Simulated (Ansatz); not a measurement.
A nudged elastic band was laid between two geometries of F3H3W (7 atoms, charge 0, multiplicity 1).

All numbers below come from RKS PBE/def2-SVP (Ansatz 0.2.0).

- movable images: 9
- climbing image: yes
- spring: 50.0 eV/Å²
- optimiser: quadratic models (default)
- start path: through a guess of the saddle point
- force threshold: 0.05 eV/Å
- iteration limit: 40
- end points: relaxed

Initial state:

```xyz
7
Properties=species:S:1:pos:R:3
W 0.101 -0.248 0.156
H 0.113 0.916 1.410
F 1.892 -0.402 0.558
H 0.203 1.485 0.102
F -1.724 -0.201 0.402
F 0.019 -2.119 -0.315
H 0.205 0.439 -1.374
```

Final state:

```xyz
7
Properties=species:S:1:pos:R:3
W -0.461 -0.392 -0.032
H 1.277 0.771 0.802
F 1.764 -0.074 0.654
H -0.077 1.088 0.793
F -2.252 -0.027 -0.103
F 0.355 -2.054 0.077
H 0.204 0.558 -1.251
```

(1) Which bonds break or form, and what moves?

(2) What energy profile does the band end with?

(3) What is the geometry of the highest image?

The band took 32 iterations and about 15 core-minutes.

Results:

(1) Bonds broken: W1–H2. Bonds formed: H2–F3.

(2) The forces met the threshold. The highest image is number 7 of 0 to 10, 187.6 kJ/mol above the first end and 3.9 kJ/mol above the last; the last end lies 183.7 kJ/mol above the first. The profile has 2 maxima (images 3, 7) with wells between them (image 5): this band takes more than one step, which may be the mechanism or a detour left from its start path. Another band between the same ends (9 images) ends at a top of the same energy, where a vibrational analysis finds 1 clearly imaginary mode. The orbitals stay closed-shell, which can raise the energy where a bond breaks towards radicals; this wasn't checked here.

| image | path coordinate (Å) | energy (kJ/mol) | W1–H2 (Å) | H2–F3 (Å) |
| --- | --- | --- | --- | --- |
| 0 | 0.00 | 0.0 | 1.71 | 2.37 |
| 1 | 0.53 | 6.8 | 1.77 | 2.42 |
| 2 | 1.07 | 66.0 | 2.01 | 2.35 |
| 3 | 1.60 | 97.0 | 2.19 | 2.33 |
| 4 | 2.14 | 41.3 | 1.97 | 2.39 |
| 5 | 2.67 | 28.2 | 1.76 | 2.09 |
| 6 | 3.20 | 127.5 | 1.84 | 1.64 |
| 7 | 3.74 | 187.6 | 1.98 | 1.15 |
| 8 | 3.86 | 186.0 | 2.05 | 1.06 |
| 9 | 3.99 | 184.2 | 2.15 | 1.01 |
| 10 | 4.11 | 183.7 | 2.25 | 0.99 |

(3) 
```xyz
7
Properties=species:S:1:pos:R:3
W -0.360 -0.390 -0.014
H 1.024 0.786 0.763
F 1.669 -0.158 0.695
H 0.040 1.190 0.760
F -2.129 0.079 -0.116
F 0.269 -2.135 0.131
H 0.296 0.499 -1.281
```

The run took 15 min on 1 thread of Arm Neoverse V2, on a shared host, peak memory 0.12 GiB.
